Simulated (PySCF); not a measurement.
Ge(Cl)2 cation (Cl2Ge), SMILES [Ge]([Cl])[Cl] (connectivity only; charge and spin as stated), charge +1, multiplicity 2.

Geometry: PBE-D3(BJ)/def2-TZVP. The multiplicity is an assumed one; other spin states were not compared. The isomer is the one that the SMILES or the coordinates give; other isomers of the formula were not compared.

All values below come from PBE-D3(BJ)/def2-TZVP (PySCF 2.14.0).

Frequencies are harmonic and unscaled.

Q: Give all harmonic wavenumbers and intensities. (The exact figures need the calculation; the answer reports its results.)

A: 
```csv
mode,ν (cm⁻¹),IR (km/mol),moving atoms (share of kinetic energy)
1,123,1.6,"Cl 71 %, Ge 29 %"
2,399,6.8,"Cl 80 %, Ge 20 %"
3,459,48.3,"Cl 58 %, Ge 42 %"
```
